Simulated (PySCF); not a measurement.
Spinor energies of Bi⁴⁸⁺ (bismuth, charge +48)

Start: [Ar] 3d10 4s2 4p5; 4p1/2 filled at m_j = -1/2, +1/2; 4p3/2 filled at m_j = -1/2, +1/2, +3/2. Calculated with PySCF 2.14 in an uncontracted even-tempered set (16 s from 6.8 bohr⁻², ratio 2.8; 14 p from 8.9 bohr⁻², ratio 2.8; 8 d from 16 bohr⁻², ratio 2.8; 4 f from 41 bohr⁻², ratio 3): generalised Hartree-Fock with the X2C-1e Hamiltonian and a Gaussian nucleus; one run each with spin-orbit coupling (SO) switched off, then screened by Boettger's factors.

```
spinor shell  electrons  ε, spin-free (eV)  ε, screened SO (eV)  weight of nominal j (screened SO)  rms radius, screened SO (bohr)
       1s1/2          2           -93554.5             -93510.4                              1.000                          0.0178
       2s1/2          2           -19009.1             -18993.9                              1.000                          0.0717
       2p1/2          2           -16644.5             -18328.6                              1.000                          0.0606
       2p3/2          4           -16644.5             -15998.4                              1.000                          0.0690
       3s1/2          2            -6444.0              -6438.0                              1.000                           0.181
       3p1/2          2            -5751.7              -6145.8                              1.000                           0.172
       3p3/2          4            -5751.7              -5595.0                              1.000                           0.188
       3d3/2          4            -5066.4              -5132.9                              1.000                           0.164
       3d5/2          6            -5066.4              -5016.2                              1.000                           0.168
       4s1/2          2            -2998.8              -2996.6                              1.000                           0.380
       4p1/2          2            -2748.5              -2873.5                              1.000                           0.371
       4p3/2          3            -2748.5              -2698.3                              1.000                           0.394
```

```tsv
quantity	spin-free	screened SO
E (hartree)	-19870.50711	-19913.83910
M_J	3/2	3/2
⟨J²⟩	3.751	3.751
⟨L²⟩	2.000	2.116
⟨S²⟩	0.750	0.866
```

Each row is a mean over spinors that exchange with the open shell spreads, by up to 14.620 eV (4s1/2).

Breit and QED terms are absent; they matter most for the inner s and p1/2 levels.

Densities and radii are taken from the X2C orbitals without a picture-change correction, which distorts them close to the nucleus.

Without spin-orbit coupling the j labels of p, d and f shells carry no meaning; the spin-free column gives the mean over the occupied spinors of each nl shell.
